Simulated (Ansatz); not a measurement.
Si(Cl)2(Me)(NH2) (CH5Cl2NSi), SMILES C[Si](N)(Cl)Cl.

Coordinates come from a TPSSh-D3(BJ)/def2-SVP optimisation. This is a generated structure with no PubChem entry under its InChIKey; it may be hypothetical. The values are those of a single conformer.

Two levels are set side by side: PBE/def2-SVPD (Ansatz, a quantum-chemistry and plane-wave program) and CAM-B3LYP/def2-SVPD (Ansatz). Energy differences of separate SCF runs at the same geometry; the states with an electron removed or added have multiplicity 2 and 2. Differences are taken from unrounded values.

```
quantity                           CAM-B3LYP
---------------------------------  ---------
vertical ionisation energy (eV)        10.48
vertical singlet–triplet gap (eV)       6.75
```

Problem. What does PBE give, and how far is it from CAM-B3LYP? (Estimate from the structure and the level; the computed values follow.)

Solution. 
```
quantity                            PBE  PBE minus CAM-B3LYP
---------------------------------  ----  -------------------
vertical ionisation energy (eV)    9.80                -0.67
vertical singlet–triplet gap (eV)  6.17                -0.58
```
